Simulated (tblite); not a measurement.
Input of a run (GFN2-xTB geometry optimisation, gas phase (tblite 0.8.0)), started from a force field or distance geometry:
```
{"job": {"kind": "relax", "xc": "GFN2-xTB", "basis": "xTB"}, "charge": 0, "multiplicity": 1}
C     -1.128600     0.848200    -1.221900
C     -1.092300     0.028700     0.030600
C     -1.093400     0.938100     1.249700
C     -2.278100    -0.884400     0.174100
Si     0.469500    -1.009100     0.166400
Cl     0.059100    -2.658000     1.396100
S      1.915600     0.232300     1.161600
Si     3.855200     0.135300     0.283100
H     -0.875600     0.257600    -2.122000
H     -2.151900     1.303000    -1.316200
H     -0.373600     1.656200    -1.159200
H     -2.154000     1.247800     1.446600
H     -0.519500     1.832300     0.987400
H     -0.698900     0.425900     2.129500
H     -3.208400    -0.276900     0.261000
H     -2.409200    -1.560400    -0.667800
H     -2.185400    -1.510700     1.103500
H      0.921500    -1.429900    -1.165800
H      4.647000     1.277800     0.759400
H      4.563700    -1.115600     0.552200
H      3.728400     0.278900    -1.166700
```

Output (eV, eV/Å):
```
step      E/eV     max force
  0    -722.05941    1.503
  1    -722.20841    0.789
  2    -722.26940    0.537
  3    -722.30286    0.467
  4    -722.33692    0.601
  5    -722.35961    0.542
  6    -722.38238    0.416
  7    -722.39874    0.307
  8    -722.41157    0.241
  9    -722.41980    0.234
 10    -722.42723    0.247
 11    -722.43474    0.245
 12    -722.44190    0.200
 13    -722.44886    0.250
 14    -722.45533    0.212
 15    -722.46114    0.180
 16    -722.46701    0.190
 17    -722.47236    0.198
 18    -722.47652    0.134
 19    -722.47993    0.112
 20    -722.48346    0.156
 21    -722.48795    0.277
 22    -722.49390    0.329
 23    -722.50043    0.255
 24    -722.50580    0.167
 25    -722.50959    0.124
 26    -722.51313    0.161
 27    -722.51765    0.162
 28    -722.52300    0.187
 29    -722.52801    0.163
 30    -722.53170    0.138
 31    -722.53407    0.117
 32    -722.53564    0.083
 33    -722.53704    0.081
 34    -722.53842    0.134
 35    -722.53983    0.161
 36    -722.54114    0.116
 37    -722.54224    0.066
 38    -722.54306    0.077
 39    -722.54399    0.099
 40    -722.54494    0.103
 41    -722.54582    0.081
 42    -722.54647    0.050
 43    -722.54704    0.090
 44    -722.54781    0.118
 45    -722.54886    0.116
 46    -722.55003    0.093
 47    -722.55103    0.062
 48    -722.55184    0.067
 49    -722.55272    0.104
 50    -722.55404    0.117
 51    -722.55599    0.107
 52    -722.55854    0.125
 53    -722.56144    0.134
 54    -722.56437    0.157
 55    -722.56702    0.164
 56    -722.56961    0.130
 57    -722.57280    0.156
 58    -722.57704    0.172
 59    -722.58159    0.317
 60    -722.58445    0.201
 61    -722.58814    0.163
 62    -722.59074    0.097
 63    -722.59239    0.090
 64    -722.59448    0.079
 65    -722.59615    0.082
 66    -722.59850    0.085
 67    -722.59960    0.084
 68    -722.60063    0.061
 69    -722.60122    0.040
 70    -722.60166    0.048
 71    -722.60203    0.041
 72    -722.60245    0.041
 73    -722.60291    0.046
 74    -722.60338    0.049
 75    -722.60383    0.067
 76    -722.60428    0.052
 77    -722.60474    0.047
 78    -722.60524    0.049
 79    -722.60571    0.065
 80    -722.60632    0.077
 81    -722.60702    0.068
 82    -722.60766    0.047
 83    -722.60806    0.043
 84    -722.60830    0.039
 85    -722.60851    0.032
 86    -722.60879    0.035
 87    -722.60915    0.050
 88    -722.60957    0.043
 89    -722.61001    0.064
 90    -722.61048    0.062
 91    -722.61103    0.062
 92    -722.61161    0.071
 93    -722.61209    0.047
 94    -722.61243    0.046
 95    -722.61272    0.041
 96    -722.61308    0.064
 97    -722.61355    0.064
 98    -722.61398    0.039
 99    -722.61422    0.024
100    -722.61435    0.022
101    -722.61445    0.026
102    -722.61461    0.030
103    -722.61486    0.041
104    -722.61523    0.041
105    -722.61562    0.045
106    -722.61590    0.043
107    -722.61609    0.039
108    -722.61627    0.041
109    -722.61652    0.037
110    -722.61677    0.042
111    -722.61697    0.029
112    -722.61716    0.034
113    -722.61735    0.031
114    -722.61760    0.048
115    -722.61790    0.052
116    -722.61825    0.047
117    -722.61858    0.054
118    -722.61893    0.048
119    -722.61942    0.051
120    -722.62008    0.060
121    -722.62068    0.057
122    -722.62101    0.041
123    -722.62120    0.041
124    -722.62140    0.033
125    -722.62185    0.045
126    -722.62230    0.045
127    -722.62274    0.029
128    -722.62301    0.038
129    -722.62322    0.031
130    -722.62344    0.034
131    -722.62371    0.033
132    -722.62400    0.041
133    -722.62432    0.052
134    -722.62465    0.053
135    -722.62469    0.100
136    -722.62521    0.043
137    -722.62547    0.032
138    -722.62602    0.037
139    -722.62632    0.052
140    -722.62671    0.057
141    -722.62715    0.049
142    -722.62763    0.048
143    -722.62807    0.048
144    -722.62837    0.043
145    -722.62856    0.049
146    -722.62880    0.034
147    -722.62900    0.034
148    -722.62921    0.029
149    -722.62945    0.027
150    -722.62960    0.033
151    -722.62973    0.027
152    -722.62984    0.019
153    -722.62993    0.020
154    -722.62999    0.017
155    -722.63004    0.026
156    -722.63012    0.019
157    -722.63022    0.023
158    -722.63035    0.024
159    -722.63050    0.028
160    -722.63075    0.030
161    -722.63101    0.034
162    -722.63127    0.033
163    -722.63150    0.036
164    -722.63169    0.027
165    -722.63184    0.023
166    -722.63193    0.025
167    -722.63200    0.021
168    -722.63205    0.016
169    -722.63209    0.014
170    -722.63213    0.015
171    -722.63217    0.019
172    -722.63222    0.020
173    -722.63226    0.014
174    -722.63229    0.013
175    -722.63232    0.016
176    -722.63236    0.019
177    -722.63240    0.016
178    -722.63244    0.009
```

Task: Summarise the run.

Result: The energy falls by 55.3 kJ/mol over 178 L-BFGS steps, the largest force on an atom goes from 1.50 to 0.009 eV/Å, and the atoms move by 0.640 Å rms after alignment. The bond that changes most is Si5–Cl6 (chlorine-bound silicon to silicon-bound chlorine), which shortens by 0.073 Å. Bonds longer at the end by more than 0.005 Å: 5 of 20; shorter: 11. Among the angles that change most is Si5–S7–Si8, from 113.3° to 104.0°. Among the dihedrals that turn most is Cl6–Si5–S7–Si8, from 107° to 49°. The energy never rose by more than 1e-5 eV on the way. The first step brought 26 % of the lowering.

Task: What are the final bond lengths?

Result: C1–C2 1.530 Å, C2–C3 1.531 Å, C2–C4 1.529 Å, C2–Si5 1.913 Å, Si5–Cl6 2.025 Å, Si5–S7 2.151 Å, S7–Si8 2.150 Å, C1–H9 1.088 Å, C1–H10 1.089 Å, C1–H11 1.087 Å, C3–H12 1.089 Å, C3–H13 1.088 Å, C3–H14 1.089 Å, C4–H15 1.089 Å, C4–H16 1.088 Å, C4–H17 1.088 Å, Si5–H18 1.460 Å, Si8–H19 1.451 Å, Si8–H20 1.455 Å, Si8–H21 1.458 Å. Numbering counts from 1 in the input's order; the species is `CC(C)(C)[Si@H](Cl)S[SiH3]`.

Hardware: one thread of an Arm Neoverse N1, shared host with 64 logical CPUs at a one-minute load of 58. Cost: 3.9 s wall.

Its GFN2-xTB frequencies are all real (lowest 20 cm⁻¹). One conformer, not necessarily the lowest. 3 starts were optimised and ended at 0.00, 0.01 and 0.31 kcal/mol (GFN2-xTB); the lowest of these is shown.

The numbers are calculated, not measured.
